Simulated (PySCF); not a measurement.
GaFClBr, SMILES [Br][Ga]([Cl])[F].

Geometry: PBE0-D3(BJ)/def2-SVP. The structure was generated by enumeration; whether it is a known compound was not checked.

All values below come from PBE/def2-TZVPD in PySCF.

Symmetry labels are those of the subgroup Cs that the program uses (full group Cs).

Computed valence orbital energies around the gap with their symmetry:
```
orbital  symmetry  energy (eV)
-------  --------  -----------
HOMO−7         A'       -10.43
HOMO−6         A'       -10.19
HOMO−5         A"        -9.86
HOMO−4         A'        -9.12
HOMO−3         A"        -8.66
HOMO−2         A'        -8.41
HOMO−1         A"        -8.11
HOMO           A'        -7.91
LUMO           A'        -3.18
LUMO+1         A"        -2.26
LUMO+2         A'        -0.13
LUMO+3         A'         0.09
```
